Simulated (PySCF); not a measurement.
A calculated (PBE0, PySCF 2.14, aug-cc-pCVQZ, no relativity, point nucleus) atom or ion has these occupied shells.

| shell | electrons | orbital energy (eV) | rms radius, mean of both spins (bohr) |
| --- | --- | --- | --- |
| 1s α | 1 | -112.85 | 0.489 |
| 1s β | 1 | -112.17 | 0.489 |
| 2s α | 1 | -7.712 | 2.75 |
| 2p α | 1 | -4.062 | 3.22 |

Problem. Name the element and its charge.

Solution. Be (beryllium, neutral), in [He] 2s1 2p1, high-spin 3P determinant (an excited configuration).
